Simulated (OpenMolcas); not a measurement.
## Pt2+: effect of the metal basis

Pt2+ with its 6 nearest fluoride ions at 2.067 Å, on the Mg site of KMgF3 (a = 3.973 Å, distance in the model lattice 1.986 Å). The rest of the host is ab initio model potentials to 7.6 Å and point charges beyond; the distance is set by hand and nothing relaxes.

```json
{
 "Program": "OpenMolcas",
 "Method": "SS-CASPT2, IPEA 0.25 Eh, imaginary shift 0.1 Eh (closed shells correlated: 5s 5p and the ligand valence shells)",
 "Spin-orbit coupling": "state interaction with AMFI integrals over the reference wave functions"
}
```

Fixed: ligand basis ANO-RCC-VDZP, active space 8 electrons in 5 orbitals (5d), DKH2 Hamiltonian.

States (labels of O, the rotations of Oh). Energies in cm-1 above the lowest state or level, χT in cm3 K/mol; 10Dq and B are least-squares fits to the states below 45000 cm-1, weighted by degeneracy, with a free offset, and given where the rms deviation is under 5 % of |10Dq| (or 100 cm-1) and under 700 cm-1.

| Run | Metal basis | Ground state | First state of that spin | 10Dq | B (rms of fit) | First gap with spin-orbit (degeneracies) | χT at 300 K | First state of another spin | Cost |
| --- | --- | --- | --- | --- | --- | --- | --- | --- | --- |
| A | ANO-RCC-VDZP | 3A2 | 3T2 22910 | 23168 | 656 (268) | 8230 (3, 2) | 1.564 | 1E 9050 | roughly 100 core-seconds |
| B | ANO-RCC-VTZP | 3A2 | 3T2 22580 | 22807 | 566 (219) | 7620 (3, 2) | 1.564 | 1E 8370 | roughly 2.7 core-minutes |

Against A, |10Dq| changes by -1.6 % in B.

Costs are those of the CASPT2 steps.

Roots that are degenerate in the reference are averaged as groups; the widest CASPT2 spread within a group is 120 cm-1 (the 3-fold group of multiplicity 3 near 29600 cm-1 above the lowest state of its run, A). Shifts and gaps below about the spread of the groups concerned are not significant. Over all roots computed the reference weight is 0.73 to 0.74 in A, 0.72 to 0.73 in B; a low but even weight reflects the number of correlated electrons. Real 4d8 and 5d8 ions are as a rule square planar and diamagnetic. Ligand-to-metal charge-transfer states are missing. With no ligand orbital active B as a rule stays too high, so bands that hang on it stand too high and its fall with covalency is understated. With one d shell and no ligand orbital active, 10Dq can be off by a tenth or more. The least metal-like active orbital is 85 % on the metal (Löwdin) and no ligand orbital is active, so the numbers are rough (holds for A). No measured value stands beside these numbers; the geometry was set by hand and not optimised.
